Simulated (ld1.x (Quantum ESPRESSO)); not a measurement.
Varying the RRKJ potential for Hf

Base potential:

* Element: Hf (Z = 72)
* Generator: ld1.x (Quantum ESPRESSO) 7.5
* Type: norm-conserving RRKJ (Kleinman–Bylander form)
* Functional: PBE
* Relativity: fully relativistic
* Frozen core: [Kr] 4d10 4f14
* Valence charge: 12
* Reference configuration: 5s2 5p6 5d2 6s0 6p0 (charge +2)
* Partial waves: 5p (bound): rc 2.30 bohr; 5d (bound): rc 1.75 bohr; 5s (bound): rc 1.80 bohr
* Local potential: the s channel
* Core correction: none
* rho0: 0.001

Open shells are filled in proportion to 2j + 1 (rel_dist='average').

Cutoffs, loose and tight: the cutoffs (Ry, on a coarse ladder) from which the occupation-weighted sum of valence levels, in a spherical-Bessel basis at the reference potential, stays within 10 and 1 mRy of its value at 400 Ry. They do not see the model core or the augmentation charge, which bear on the density cutoff. Test errors are all-electron minus pseudo excitation energies from the reference, over the configurations 5s2 5p6 5d2 6s2 6p0; 5s2 5p6 5d2 6s1 6p0; 5s2 5p6 5d1 6s0 6p0; 5s2 5p6 5d2 6s1 6p1; 5s2 5p6 5d2 6s0 6p2; 5s2 5p6 5d2 6s1.5 6p0; 5s2 5p6 5d3 6s1 6p0. A dash means not determined; rows that change the core or the reference have their own tests. The largest error is taken over the tests solved by every variant that gives reliable tests at all: 5s2 5p6 5d1 6s0 6p0; 5s2 5p6 5d2 6s0 6p2; 5s2 5p6 5d2 6s1 6p0; 5s2 5p6 5d2 6s1.5 6p0; 5s2 5p6 5d2 6s2 6p0; 5s2 5p6 5d3 6s1 6p0.

A true bound ghost makes a file unfit for plane-wave use even where its test errors are small: the radial tests pick states by their node count and pass the ghost by. Where a test does run into it, the solver fails or the error is huge.

```tsv
change	outcome	cutoff, loose	cutoff, tight	bound ghosts	largest test error (meV)
base	generated	45 Ry	60 Ry	none	+2700
wave 5s (bound): rc 1.80 bohr becomes 5s (bound): rc 1.12 bohr	generated	100 Ry	180 Ry	p1/2	+156
wave 5s (bound): rc 1.80 bohr becomes 5s (bound): rc 1.38 bohr	generated	80 Ry	140 Ry	p1/2	+916
wave 5s (bound): rc 1.80 bohr becomes 5s (bound): rc 1.68 bohr	generated	50 Ry	70 Ry	none	+1709
wave 5s (bound): rc 1.80 bohr becomes 5s (bound): rc 1.88 bohr	generated	40 Ry	55 Ry	none	+3101
wave 5s (bound): rc 1.80 bohr becomes 5s (bound): rc 2.02 bohr	generated	30 Ry	55 Ry	none	+4486
wave 5s (bound): rc 1.80 bohr becomes 5s (bound): rc 2.28 bohr	generated	25 Ry	50 Ry	none	+7018
wave 5s (bound): rc 1.80 bohr becomes 5s (bound): rc 2.68 bohr	generated	25 Ry	50 Ry	s (extra level of the local part)	-10555
```

**Question.** What comes out with this change to the base: wave 5s (bound): rc 1.80 bohr becomes 5s (bound): rc 2.46 bohr?

**Answer.** outcome: generated; cutoff, loose: 25 Ry; cutoff, tight: 50 Ry; bound ghosts: s (extra level of the local part); largest test error (meV): +8313.

Reading the sweep of the s radius (base included, trends over the rows without a ghost): The loose cutoff falls from 50 Ry at 1.68 to 25 Ry at 2.28 bohr. A larger radius leaves more room for a smooth pseudo-wave, so fewer plane waves are needed; a smaller one forces it to follow the all-electron wave where it bends sharply. The median size of the test errors (rows with all tests solved) rises from 1058.4 meV at 1.68 to 4146.4 meV at 2.28 bohr. More of the atom is replaced by a form fitted at one configuration, so other configurations suffer as the radius grows. Bound ghosts are found at 1.12, 1.38, 2.46, 2.68 bohr.
